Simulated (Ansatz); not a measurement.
**A ladder of methods for InH2F (SMILES [H][In]([H])[F])**

InH2F: 4 atoms, total charge 0, spin state singlet. As SMILES, `[H][In]([H])[F]`. Geometry: a GFN2-xTB relaxation, a rough one for these elements and not checked as a minimum.

```xyz
4

In    0.0692    0.1173   -0.0002
H     1.7512   -0.0738    0.0136
H    -0.8914    1.5093   -0.0189
F    -0.9289   -1.5529    0.0055
```

Quantity: the energy change with the In1–H3 bond stretched from 1.691 to 4.229 Å, in eV. The values are calculated.

```
                        level                    kind  program  value (eV)  less FCI/STO-3G  CPU time (all runs)
       HF/STO-3G (restricted)            Hartree–Fock   Ansatz        9.24            +4.87               0.84 s
    SVWN5/STO-3G (restricted)                     LDA   Ansatz        6.42            +2.05                2.1 s
     BLYP/STO-3G (restricted)                     GGA   Ansatz        6.01            +1.64                  3 s
   r2SCAN/STO-3G (restricted)                meta-GGA   Ansatz        6.54            +2.17                8.2 s
    B3LYP/STO-3G (restricted)           global hybrid   Ansatz        6.79            +2.42                3.2 s
  r2SCAN0/STO-3G (restricted)         hybrid meta-GGA   Ansatz        7.30            +2.93                7.6 s
CAM-B3LYP/STO-3G (restricted)  range-separated hybrid   Ansatz        7.69            +3.32                3.8 s
   B2PLYP/STO-3G (restricted)           double hybrid   Ansatz        6.08            +1.71                4.1 s
    CCSDT/STO-3G (restricted)   coupled cluster or CI   Ansatz        4.41            +0.04                1.5 s
                   FCI/STO-3G      exact in the basis   Ansatz        4.37             0.00                 14 s
```

FCI/STO-3G is exact within its basis and frozen core, so for wave-function methods in that basis the difference is their error; functionals converge differently with the basis, so for them it is only a difference. Spin-restricted single references rise too steeply as a bond breaks, Hartree–Fock most of all. Perturbation and coupled-cluster corrections on them can overshoot downwards. All-electron rows without a relativistic Hamiltonian named are non-relativistic. The first shape isn't each level's own minimum. The values span 4.37 to 9.24 eV. All rows use very small basis sets, so even the best lies far from the true value. In the correlated wave-function rows the outer d shell of In is correlated, in sets not made for it. CPU times are rough (shared hosts, several kinds of processor): they show what a rung costs within a factor of a few.
